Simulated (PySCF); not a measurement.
C2H4I, charge +1, multiplicity 1. Atoms are numbered in the order given.

```xyz
7

C      0.3070     2.4569     0.0000
C     -0.5561     1.2957     0.0000
I      0.0325    -0.6112     0.0000
H      0.0164     3.0928     0.8674
H      0.0164     3.0928    -0.8674
H      1.3843     2.2541     0.0000
H     -1.6469     1.4388     0.0000
```
Charge +1, spin multiplicity 1.

The structure is a stationary point at B3LYP-D3(BJ)/def2-SVP. The multiplicity is an assumed one; other spin states were not compared. The isomer is the one that the SMILES or the coordinates give; other isomers of the formula were not compared. The def2 effective core potentials stand for the cores of I; spin–orbit coupling is left out.

Method: TDDFT-ωB97X/def2-SVPD run with PySCF.

Vertical excitations. Gas-phase values at a fixed geometry. State labels are in the subgroup Cs.

Computed lowest excited states:
```csv
state,symmetry,energy (eV),λ (nm),f,main pairs
S1,A",2.73,454,0.000,HOMO→LUMO 100 %
S2,A',4.55,273,0.199,HOMO−1→LUMO 96 %
S3,A",5.16,240,0.000,HOMO−2→LUMO 98 %
S4,A',5.73,217,0.002,HOMO→LUMO+1 98 %
S5,A",6.50,191,0.003,HOMO−1→LUMO+1 97 %
S6,A",6.80,182,0.000,HOMO−4→LUMO 95 %
S7,A',7.90,157,0.150,HOMO−3→LUMO 95 %
S8,A",8.24,150,0.004,HOMO−5→LUMO 92 %
S9,A',8.85,140,0.149,HOMO→LUMO+2 89 %
S10,A",9.63,129,0.120,HOMO−1→LUMO+2 94 %
T1,A",2.45,506,0,HOMO→LUMO 99 %
T2,A',2.59,479,0,HOMO−1→LUMO 98 %
T3,A",4.62,268,0,HOMO−2→LUMO 93 %
T4,A',4.96,250,0,HOMO→LUMO+1 97 %
```
Triplets are in the Tamm–Dancoff approximation, which puts them higher than full response would, so one can lie above its singlet here.
